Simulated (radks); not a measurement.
Values are calculated unless marked as measured or tabulated.
All-electron atom: the chlorine anion Cl- in [Ar]. Level of theory: non-relativistic Kohn-Sham, r2SCAN, spin-unpolarised, spherical densities, point nucleus; meta-GGA in the generalised Kohn-Sham scheme; hard spherical wall at 15 bohr (a radial shooting solver on a logarithmic mesh with Libxc functionals).

Normalised radial functions P(r) = r R(r), r in bohr:

```
   r/bohr * 2s (the largest magnitude, 1.56, reaches the edge; | marks zero)
  0.01138                             |     *
  0.01494                             |       *
  0.01961                             |        *
  0.02573                             |          *
  0.03378                             |           *
  0.04434                             |            *
   0.0582                             |           *
  0.07578                             |         *
  0.09946                             |     *
   0.1306                            *|
   0.1714                   *         |
   0.2249          *                  |
   0.2952   *                         |
   0.3875  *                          |
   0.5087      *                      |
   0.6624             *               |
   0.8694                     *       |
    1.141                          *  |
    1.498                            *|
    1.966                             *
    2.581                             *
    3.387                             *
    4.446                             *
     5.79                             *
    7.599                             *
    9.975                             *
    13.09                             *
```

2s: eigenvalue -246.03 eV, 1 radial node at r = 0.125 bohr, <r> = 0.445 bohr, 90 % of the charge inside 0.694 bohr.
